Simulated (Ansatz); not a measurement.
Reaction (substitution at a C–O bond): `C[O][Sn][O]C` + `[OH][Al]1[CH2][NH]1` → `C[O][Al]1[CH2][NH]1` + `C[O][Sn][OH]`

Gas-phase electronic energies from Ansatz, PBE0-D4/def2-TZVP geometries. CBS: MP2 limit from def2 TZ/QZ plus the TZ coupled-cluster correction, frozen cores. DFT in def2-TZVPP. B3LYP here is the variant with VWN-RPA as its local correlation; programs differ in this. def2 core potentials past Kr. For Sn outer-core shells are correlated without core-valence functions, which leaves a few kJ/mol of doubt a bond. One conformer a species, not always the lowest.

| level | ΔE (kJ/mol) |
| --- | --- |
| B3LYP-D4 | -1.8 |
| B3LYP | -5.2 |
| HF/def2-TZVPP | -8.2 |
| MP2/CBS(def2) | -0.7 |

(1) What does CCSD(T)/CBS give? (Best estimate.)

Largest T1 diagnostic among the species: 0.017.

Results:

(1) Ansatz gave: -1.7 kJ/mol. The listed levels differ from it by -0.1, -3.5, -6.5, 1.0 kJ/mol.

The D4 term adds +3.4 kJ/mol with B3LYP and +2.1 kJ/mol with PBE0; it sums over pairs of atoms, weighted by their polarisabilities, and B3LYP, whose exchange is more repulsive, gets the larger term. In def2-TZVPP, CCSD(T) changes the Hartree–Fock value by +5.4 kJ/mol (the triples alone add +1.3 kJ/mol) and MP2 by +6.4 kJ/mol.
